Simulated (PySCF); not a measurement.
C$_{2}$H$_{10}$AlNSi (SMILES [CH3][Al]([CH3])[SiH2]N), singlet, at the geometry of the source list; HF/STO-3G, polarisability in PySCF.

Input for PySCF:
```python
from pyscf import gto, scf
from pyscf.prop import polarizability

mol = gto.M(
    atom='''
Si    1.57830000   -0.54840000   -0.86130000
N     2.69410000    0.39230000    0.09590000
Al   -0.66350000    0.02840000   -0.09940000
C    -1.69680000   -1.47510000    0.71470000
C    -1.44790000    1.86270000   -0.15090000
H     2.07180000   -0.28490000   -2.23020000
H     1.85100000   -2.01510000   -0.70620000
H     3.68200000    0.27100000   -0.07140000
H     2.53980000    0.41770000    1.09010000
H    -2.70420000   -1.58150000    0.29510000
H    -1.84080000   -1.36570000    1.79650000
H    -1.19670000   -2.44060000    0.56980000
H    -2.45760000    1.87340000   -0.58660000
H    -0.85170000    2.58930000   -0.71700000
H    -1.55770000    2.27640000    0.86080000
''',
    basis='sto-3g',
    verbose=4,
)

mf = scf.RHF(mol)
mf.kernel()
alpha = mf.Polarizability().polarizability()[2, 2]
print('alpha_zz =', alpha)
```

What the program printed (banner, timings and long lists left out):

```
site-packages/pyscf/prop/efg/rhf.py:45: UserWarning: Module EFG is under testing
  warnings.warn('Module EFG is under testing')
site-packages/pyscf/prop/efg/dhf.py:30: UserWarning: Module EFG is under testing
  warnings.warn('Module EFG is under testing')
site-packages/pyscf/prop/zfs/uhf.py:40: UserWarning: Module ZFS is under testing
  warnings.warn('Module ZFS is under testing')
site-packages/pyscf/prop/gtensor/uhf.py:43: UserWarning: Module g-tensor is under testing
  warnings.warn('Module g-tensor is under testing')
site-packages/pyscf/prop/gtensor/uks.py:41: UserWarning: Module g-tensor is under testing
  warnings.warn('Module g-tensor is under testing')
site-packages/pyscf/prop/hfc/uks.py:35: UserWarning: Module HFC is under testing
  warnings.warn('Module HFC is under testing')
site-packages/pyscf/prop/magnetizability/rhf.py:39: UserWarning: Module magnetizability is under testing
  warnings.warn('Module magnetizability is under testing')
site-packages/pyscf/prop/magnetizability/uhf.py:37: UserWarning: Module magnetizability is under testing
  warnings.warn('Module magnetizability is under testing')
site-packages/pyscf/prop/magnetizability/rks.py:37: UserWarning: Module magnetizability is under testing
  warnings.warn('Module magnetizability is under testing')
site-packages/pyscf/prop/magnetizability/uks.py:39: UserWarning: Module magnetizability is under testing
  warnings.warn('Module magnetizability is under testing')
site-packages/pyscf/prop/polarizability/uhf.py:34: UserWarning: Module polarizability is under testing
  warnings.warn('Module polarizability is under testing')
site-packages/pyscf/prop/polarizability/rks.py:29: UserWarning: Module polarizability is under testing
  warnings.warn('Module polarizability is under testing')
site-packages/pyscf/prop/polarizability/uks.py:29: UserWarning: Module polarizability is under testing
  warnings.warn('Module polarizability is under testing')
PySCF version 2.14.0

[INPUT] verbose = 4
[INPUT] num. atoms = 15
[INPUT] num. electrons = 56
[INPUT] charge = 0
[INPUT] spin (= nelec alpha-beta = 2S) = 0
[INPUT] symmetry False subgroup None
[INPUT] Mole.unit = angstrom
[INPUT] Symbol           X                Y                Z      unit          X                Y                Z       unit  Magmom
[INPUT]  1 Si     1.578300000000  -0.548400000000  -0.861300000000 AA    2.982554742401  -1.036325806711  -1.627621111088 Bohr   0.0
[INPUT]  2 N      2.694100000000   0.392300000000   0.095900000000 AA    5.091111152191   0.741339558667   0.181224735346 Bohr   0.0
[INPUT]  3 Al    -0.663500000000   0.028400000000  -0.099400000000 AA   -1.253833283649   0.053668221938  -0.187838776782 Bohr   0.0
[INPUT]  4 C     -1.696800000000  -1.475100000000   0.714700000000 AA   -3.206487288162  -2.787535006346   1.350587261227 Bohr   0.0
[INPUT]  5 C     -1.447900000000   1.862700000000  -0.150900000000 AA   -2.736134455758   3.519992852227  -0.285159672197 Bohr   0.0
[INPUT]  6 H      2.071800000000  -0.284900000000  -2.230200000000 AA    3.915134584874  -0.538382972889  -4.214467203005 Bohr   0.0
[INPUT]  7 H      1.851000000000  -2.015100000000  -0.706200000000 AA    3.497883056570  -3.807987113611  -1.334524589168 Bohr   0.0
[INPUT]  8 H      3.682000000000   0.271000000000  -0.071400000000 AA    6.957971590649   0.512115779757  -0.134926445294 Bohr   0.0
[INPUT]  9 H      2.539800000000   0.417700000000   1.090100000000 AA    4.799526411170   0.789338602231   2.059990448388 Bohr   0.0
[INPUT] 10 H     -2.704200000000  -1.581500000000   0.295100000000 AA   -5.110197386049  -2.988601866000   0.557658179359 Bohr   0.0
[INPUT] 11 H     -1.840800000000  -1.365700000000   1.796500000000 AA   -3.478607850099  -2.580798968319   3.394892982781 Bohr   0.0
[INPUT] 12 H     -1.196700000000  -2.440600000000   0.569800000000 AA   -2.261435253267  -4.612065579613   1.076765945777 Bohr   0.0
[INPUT] 13 H     -2.457600000000   1.873400000000  -0.586600000000 AA   -4.644190923731   3.540212921760  -1.108513344670 Bohr   0.0
[INPUT] 14 H     -0.851700000000   2.589300000000  -0.717000000000 AA   -1.609479740292   4.893067854336  -1.354933631313 Bohr   0.0
[INPUT] 15 H     -1.557700000000   2.276400000000   0.860800000000 AA   -2.943626384235   4.301772549960   1.626676248026 Bohr   0.0

nuclear repulsion = 261.939669783938
number of shells = 29
number of NR pGTOs = 129
number of NR cGTOs = 43
basis = sto-3g
ecp = {}

******** <class 'pyscf.scf.hf.RHF'> ********
method = RHF
initial guess = minao
damping factor = 0
level_shift factor = 0
DIIS = <class 'pyscf.scf.diis.CDIIS'>
diis_start_cycle = 1
diis_space = 8
diis_damp = 0
SCF conv_tol = 1e-09
SCF conv_tol_grad = None
SCF max_cycles = 50
direct_scf = True
direct_scf_tol = 1e-13
Set gradient conv threshold to 3.16228e-05
Initial guess from minao.
init E= -658.70736738973
  HOMO = -0.237554001704812  LUMO = 0.15329763496581  gap/eV = 10.63561
cycle= 1 E= -658.977485479494  delta_E= -0.27  |g|= 0.391  |ddm|= 4.23
  HOMO = -0.194587697686382  LUMO = 0.296216892863621  gap/eV = 13.35547
cycle= 2 E= -659.033551882943  delta_E= -0.0561  |g|= 0.0952  |ddm|= 0.716
  HOMO = -0.259050553595708  LUMO = 0.294465122020616  gap/eV = 15.06193
cycle= 3 E= -659.037523995117  delta_E= -0.00397  |g|= 0.0238  |ddm|= 0.174
  HOMO = -0.26188752075551  LUMO = 0.292541500500448  gap/eV = 15.08678
cycle= 4 E= -659.037877197561  delta_E= -0.000353  |g|= 0.00216  |ddm|= 0.0705
  HOMO = -0.261203358221633  LUMO = 0.293009033385158  gap/eV = 15.08089
cycle= 5 E= -659.03788067096  delta_E= -3.47e-06  |g|= 0.000659  |ddm|= 0.00645
  HOMO = -0.261284913234899  LUMO = 0.29300277665212  gap/eV = 15.08294
cycle= 6 E= -659.037881043148  delta_E= -3.72e-07  |g|= 0.000158  |ddm|= 0.00245
  HOMO = -0.261297347847835  LUMO = 0.292983739201133  gap/eV = 15.08276
cycle= 7 E= -659.037881064001  delta_E= -2.09e-08  |g|= 3.06e-05  |ddm|= 0.000607
  HOMO = -0.261294737626988  LUMO = 0.292984538731219  gap/eV = 15.08271
cycle= 8 E= -659.037881064826  delta_E= -8.24e-10  |g|= 5.59e-06  |ddm|= 0.00012
  HOMO = -0.261294526085655  LUMO = 0.292985441096773  gap/eV = 15.08273
Extra cycle  E= -659.037881064849  delta_E= -2.39e-11  |g|= 2.26e-06  |ddm|= 1.3e-05
converged SCF energy = -659.037881064849
Isotropic polarizability 40.2364041753
Polarizability anisotropy 13.7623436973
alpha_zz = 33.0568292398972
```
